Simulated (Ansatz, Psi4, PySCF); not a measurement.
Species: dialuminium oxide, Al₂O (charge 0, singlet). SMILES: [Al][O][Al]
Geometry: optimised at B3LYP-D3(BJ)/def2-TZVP (Ansatz, a program for electronic structure).

Quantity: vertical triplet-singlet gap, E(triplet) - E(singlet), in eV. Set-up: six Cartesian d functions in 6-31G* and its kin unless marked 5d; frozen cores in correlated levels; 6-311+G** with 5d, 6d on Na to Ar in Ansatz; open shells spin-unrestricted; dispersion terms only where a functional's name holds one; each state is the SCF solution reached for its charge and spin; non-relativistic; spin-orbit terms left out. First-principles rows: single points at B3LYP-D3(BJ) geometries (Ansatz). Levels can end on unlike triplets.

| level | program | vertical triplet-singlet gap, E(triplet) - E(singlet) (eV) |
|---|---|---|
| HF/6-31G* | Ansatz | 2.38 |
| HF/6-311+G** | Ansatz | 2.27 |
| PBE/6-31G* | Ansatz | 2.87 |
| PBE/6-311+G** | Ansatz | 2.85 |
| B3LYP/STO-3G | Ansatz | 4.55 |
| B3LYP/3-21G | Ansatz | 3.13 |
| B3LYP/6-31G* | Ansatz | 3.14 |
| B3LYP/6-311+G** | Ansatz | 3.10 |
| M06-2X/6-31G* (5d) | PySCF | 4.13 |
| wB97X-D/6-31G* | Psi4 | 4.30 |
| MP2/6-31G* | Ansatz | 2.97 |
| MP2/6-311+G** | Ansatz | 2.89 |
| PBE/def2-TZVPD | Ansatz | 2.84 |
| B3LYP/def2-TZVPD | Ansatz | 3.09 |

No value to compare with is used here. The 12 habitual levels span 2.27 (HF/6-311+G**) to 4.55 eV (B3LYP/STO-3G); PBE/def2-TZVPD gives 2.84.

The levels are drawn from those run, B3LYP/6-31G* more often than the rest, none by its result; left out are runs that failed, that the program found above a lower state of the same kind, or whose <S^2> lies over 0.5 above the pure value.
